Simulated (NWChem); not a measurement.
System: CH₅FSi; SMILES C[SiH2]F

Here is an NWChem input.

```
start job
memory heap 200 mb stack 900 mb global 1100 mb
geometry units angstroms noautosym nocenter noautoz
  Si     0.466494     0.135857    -0.000068
  C     -0.464261    -1.476127    -0.000601
  F     -0.599125     1.369467    -0.000059
  H      1.311903     0.274868     1.220270
  H      1.312331     0.275243    -1.220074
  H     -1.104278    -1.561952    -0.892044
  H      0.239464    -2.323971    -0.002032
  H     -1.102780    -1.563638     0.891745
end
basis spherical
  * library def2-svpd
end
dft
  xc b3lyp
  iterations 150
end
property
  response 1 0.0
end
task dft property
```

Excerpt of the output:

```
             Northwest Computational Chemistry Package (NWChem) 7.3.0
             --------------------------------------------------------

                             Geometry "geometry" -> ""
                             -------------------------

 Output coordinates in angstroms (scale by  1.889725989 to convert to a.u.)

  No.       Tag          Charge          X              Y              Z
 ---- ---------------- ---------- -------------- -------------- --------------
    1 Si                  14.0000     0.46649400     0.13585700    -0.00006800
    2 C                    6.0000    -0.46426100    -1.47612700    -0.00060100
    3 F                    9.0000    -0.59912500     1.36946700    -0.00005900
    4 H                    1.0000     1.31190300     0.27486800     1.22027000
    5 H                    1.0000     1.31233100     0.27524300    -1.22007400
    6 H                    1.0000    -1.10427800    -1.56195200    -0.89204400
    7 H                    1.0000     0.23946400    -2.32397100    -0.00203200
    8 H                    1.0000    -1.10278000    -1.56363800     0.89174500

 Effective nuclear repulsion energy (a.u.)     114.8562838547

                              NWChem Property Module
                              ----------------------

                                 NWChem DFT Module
                                 -----------------

 Summary of "ao basis" -> "ao basis" (spherical)
 ------------------------------------------------------------------------------
       Tag                 Description            Shells   Functions and Types
 ---------------- ------------------------------  ------  ---------------------
 Si                        def2-svpd                10       24   5s3p2d
 C                         def2-svpd                 8       20   4s2p2d
 F                         def2-svpd                 9       23   4s3p2d
 H                         def2-svpd                 4        8   2s2p

            General Information
            -------------------
          SCF calculation type: DFT
          Wavefunction type:  closed shell.
          No. of atoms     :     8
          No. of electrons :    34
           Alpha electrons :    17
            Beta electrons :    17
          Charge           :     0
          Spin multiplicity:     1
          Use of symmetry is: off; symmetry adaption is: off
          Maximum number of iterations: 150
          AO basis - number of functions:   107
                     number of shells:    47
          Convergence on energy requested:  1.00D-06
          Convergence on density requested:  1.00D-05
          Convergence on gradient requested:  5.00D-04

              XC Information
              --------------
                         B3LYP Method XC Potential
                     Hartree-Fock (Exact) Exchange  0.200
                        Slater Exchange Functional  0.800 local
                    Becke 1988 Exchange Functional  0.720 non-local
              Lee-Yang-Parr Correlation Functional  0.810
                  VWN I RPA Correlation Functional  0.190 local

             Grid Information
             ----------------
          Grid used for XC integration:  medium
          Radial quadrature: Mura-Knowles
          Angular quadrature: Lebedev.
          Tag              B.-S. Rad. Rad. Pts. Rad. Cut. Ang. Pts.
          ---              ---------- --------- --------- ---------
          Si                  1.10       88           9.0       590
          C                   0.70       49          10.0       434
          F                   0.50       49          11.0       434
          H                   0.35       45          11.0       434
          Grid pruning is: on
          Number of quadrature shells:   411
          Spatial weights used:  Erf1

      Superposition of Atomic Density Guess
      -------------------------------------

 Sum of atomic energies:        -428.15755729

      Non-variational initial energy
      ------------------------------

 Total energy =    -429.240801
 1-e energy   =    -820.199081
 2-e energy   =     276.101996
 HOMO         =      -0.393023
 LUMO         =       0.047803

   convergence    iter        energy       DeltaE   RMS-Dens  Diis-err
 ---------------- ----- ----------------- --------- --------- ---------
 d= 0,ls=0.0,diis     1   -430.2959838359 -5.45D+02  1.25D-02  4.60D-01
 d= 0,ls=0.0,diis     2   -430.2661340386  2.98D-02  5.48D-03  9.72D-01
 d= 0,ls=0.0,diis     3   -430.3470673268 -8.09D-02  9.48D-04  1.65D-02
 d= 0,ls=0.0,diis     4   -430.3482444304 -1.18D-03  3.55D-04  1.40D-03
 d= 0,ls=0.0,diis     5   -430.3484139207 -1.69D-04  7.69D-05  1.18D-04
  Resetting Diis
 d= 0,ls=0.0,diis     6   -430.3484292133 -1.53D-05  2.14D-05  3.66D-06
 d= 0,ls=0.0,diis     7   -430.3484297166 -5.03D-07  5.83D-06  8.79D-08

         Total DFT energy =     -430.348429716560
      One electron energy =     -822.753616771337
           Coulomb energy =      316.243110383342
    Exchange-Corr. energy =      -38.694207183239
 Nuclear repulsion energy =      114.856283854673

 Numeric. integr. density =       33.999997880301

                       DFT Final Molecular Orbital Analysis
                       ------------------------------------

[...]

 DFT Linear Response polarizability / au
 Frequency  =       0.0000000 / au
              X              Y              Z
 -----------------------------------------------
 X      40.0041340      3.5151268      0.0010926
 Y       3.5151841     42.2741190      0.0018280
 Z       0.0010926      0.0018280     39.0419044
 -----------------------------------------------
 Eigenvalues =      37.4453040     44.8329497     39.0419036
 Isotropic   =      40.4400525
 Anisotropic =       6.7328543
 -----------------------------------------------

 Magnetic Dipole Response Matrix (nonzero elements):

 Exiting AOResponse driver routine
```

Level: B3LYP/def2-SVPD. All runs use the structure optimised with PBE0/def2-SVP. B3LYP is NWChem's, with the RPA form of VWN correlation.
